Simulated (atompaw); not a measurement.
Reading a pseudo-wave (hydrogen)

Columns: radius, all-electron u(r) and pseudo u(r) of the 1s shell (level -6.49 eV) of hydrogen in the configuration 1s1; PBE, scalar-relativistic, PAW (atompaw) scheme, atompaw 4.2.0.5.

| r (bohr) | all-electron | pseudo |
| --- | --- | --- |
| 0.025 | 0.0468 | 0.0402 |
| 0.050 | 0.0913 | 0.0801 |
| 0.075 | 0.1335 | 0.1196 |
| 0.100 | 0.1735 | 0.1583 |
| 0.125 | 0.2114 | 0.1961 |
| 0.150 | 0.2473 | 0.2327 |
| 0.175 | 0.2813 | 0.2680 |
| 0.200 | 0.3133 | 0.3018 |
| 0.225 | 0.3436 | 0.3341 |
| 0.250 | 0.3722 | 0.3646 |
| 0.275 | 0.3991 | 0.3934 |
| 0.300 | 0.4245 | 0.4205 |
| 0.325 | 0.4483 | 0.4458 |
| 0.350 | 0.4706 | 0.4694 |
| 0.375 | 0.4916 | 0.4912 |
| 0.400 | 0.5113 | 0.5115 |
| 0.425 | 0.5296 | 0.5302 |
| 0.450 | 0.5468 | 0.5475 |
| 0.475 | 0.5628 | 0.5635 |
| 0.500 | 0.5776 | 0.5782 |
| 0.525 | 0.5914 | 0.5919 |
| 0.550 | 0.6042 | 0.6045 |
| 0.575 | 0.6160 | 0.6161 |
| 0.600 | 0.6269 | 0.6269 |
| 0.625 | 0.6368 | 0.6368 |
| 0.650 | 0.6460 | 0.6460 |

(1) How many radial nodes do the two functions have?

(2) Is the pseudo-wave norm-conserving?

Results:

(1) The all-electron 1s function has n − l − 1 = 0; the pseudo-wave has 0.

(2) No, it belongs to a PAW set: the norm inside the radius is not constrained, and the difference is carried by the augmentation charge.
